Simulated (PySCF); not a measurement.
Vertical excitations of a molecule C2H7NSi2 from PySCF 2.14.0 with TDA-LC-ωPBE/def2-SVPD, as energy in eV (oscillator strength): 7.49 (0.037), 7.55 (0.008), 7.79 (0.024), 7.99 (0.037), 8.09 (0.000), 8.41 (0.012), 8.52 (0.070), 8.59 (0.331), 8.78 (0.249), 8.83 (0.015). Lowest triplet (TDA): 6.16 eV. The structure is a stationary point at B3LYP-D3(BJ)/def2-SVP. One conformer was computed; it need not be the lowest.

**Question.** Which structure fits?
A) CC1=N[SiH2][SiH2]1
B) C#C[SiH2]N[SiH3]
C) N#CC[SiH2][SiH3]
D) C[Si@@H]1C=N[SiH2]1

**Answer.** C, N#CC[SiH2][SiH3]
